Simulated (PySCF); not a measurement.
C4H13BOSSi, SMILES CB(S[Si](C)(C)O)C, GFN2-xTB optimised geometry.

```
21

Si     0.19     1.47     0.01
C      0.89     1.72    -1.75
C     -0.88     2.91     0.60
O      1.37     1.32     1.13
S     -1.11    -0.29     0.00
B     -0.12    -1.77     0.00
C      1.47    -1.77     0.00
C     -0.87    -3.16     0.02
H      0.10     1.97    -2.45
H      1.61     2.53    -1.76
H      1.39     0.83    -2.13
H     -1.74     3.04    -0.04
H     -1.23     2.74     1.61
H     -0.31     3.83     0.59
H      1.94     0.56     1.17
H      1.87    -2.69    -0.41
H      1.84    -1.70     1.03
H      1.92    -0.95    -0.56
H     -1.94    -3.07     0.21
H     -0.45    -3.83     0.77
H     -0.76    -3.66    -0.94
```

Density from PySCF 2.14.0 with PBE0/def2-SVP at that geometry.

Minimum of the electron density along straight lines between bonded atoms, close to the bond critical point (lines longer than 1.1 times the sum of covalent radii, or with two minima, are not listed):

```tsv
bond	length / Å	ρ at the minimum / e bohr⁻³	∇²ρ there / e bohr⁻⁵	position (fraction from the first atom)
Si1–C2	1.905	0.112	0.30	0.38
Si1–C3	1.890	0.116	0.31	0.38
Si1–O4	1.629	0.128	1.06	0.41
Si1–S5	2.194	0.088	0.12	0.35
S5–B6	1.777	0.151	-0.09	0.70
B6–C7	1.590	0.175	-0.15	0.32
B6–C8	1.583	0.179	-0.17	0.33
C2–H9	1.085	0.272	-0.98	0.63
C2–H10	1.086	0.272	-0.97	0.62
C2–H11	1.087	0.271	-0.97	0.62
C3–H12	1.085	0.272	-0.98	0.62
C3–H13	1.085	0.273	-0.99	0.63
C3–H14	1.085	0.272	-0.97	0.62
O4–H15	0.955	0.354	-2.48	0.82
C7–H16	1.089	0.272	-0.97	0.62
C7–H17	1.092	0.265	-0.91	0.62
C7–H18	1.089	0.270	-0.95	0.62
C8–H19	1.087	0.274	-0.99	0.62
C8–H20	1.089	0.269	-0.95	0.62
C8–H21	1.090	0.267	-0.93	0.62
```
